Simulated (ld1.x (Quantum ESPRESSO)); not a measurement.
**Transferability test, TM potential for N**

ld1.x (Quantum ESPRESSO) 7.5 input, shortened:

```
&input
   title='N', zed=7., rel=0, dft='PZ', iswitch=3,
   config='[He] 2s2 2p3 3d-2'
 /
 &inputp
   pseudotype=2, tm=.true., lloc=-1, rcloc=1.25,
   nlcc=.true., new_core_ps=.true., rcore=0.75
 /
3
2S  1  0   2.00   0.00  0.80  0.80  0.0
2P  2  1   3.00   0.00  1.45  1.45  0.0
3D  3  2  -2.00  -0.10  1.55  1.55  0.0
 &test
   configts(1)='2s2 2p3'
 /
```

Energies are relative to the spin-unpolarised reference configuration 2s2 2p3; without spin polarisation the order of configurations can differ from experiment. Spin-polarised rows fill each open shell by Hund’s rule, majority spin first.

Problem. Give the all-electron excitation energy and the error of the potential for: 2s2 2p2; 2s2 2p1; 2s2 2p0; 2s2 2p2.5; 2s0 2p5; 2s1 2p0; 2s1 2p3; 2s2 2p3 (spin-polarised); 2s2 2p2 (spin-polarised).

Solution.

| valence configuration | charge | ΔE all-electron (eV) | error AE − PS (meV) |
| --- | --- | --- | --- |
| 2s2 2p2 | +1 | 13.737 | +9.5 |
| 2s2 2p1 | +2 | 42.712 | +106 |
| 2s2 2p0 | +3 | 89.879 | +509 |
| 2s2 2p2.5 | +0.5 | 5.169 | +1.2 |
| 2s0 2p5 | 0 | 22.393 | +46 |
| 2s1 2p0 | +4 | 167.304 | +909 |
| 2s1 2p3 | +1 | 25.157 | -7.6 |
| 2s2 2p3 (spin-polarised) | 0 | -2.893 | +120 |
| 2s2 2p2 (spin-polarised) | +1 | 12.049 | +85 |
